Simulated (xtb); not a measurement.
gallium atom (Ga), doublet (GFN-xTB shapes and energies of metal compounds can be far from the true ones). Base run: GFN0-xTB (xtb).

Here is a job for xtb.
```
$ xtb mol.xyz --gfn 0 --uhf 1 --json

# file mol.xyz
1

Ga     0.00000000     0.00000000     0.00000000
```

The base run was repeated with changes; each row names its change, and settings that it needs were set with it.

```tsv
change	ΔE vs base (kJ/mol)
base	0.00
acc = 0.0001	0.00
acc = 0.1	0.00
etemp = 10	4.60
etemp = 1000	-11.11
etemp = 5000	-74.7
etemp = 10000	-162.1
```
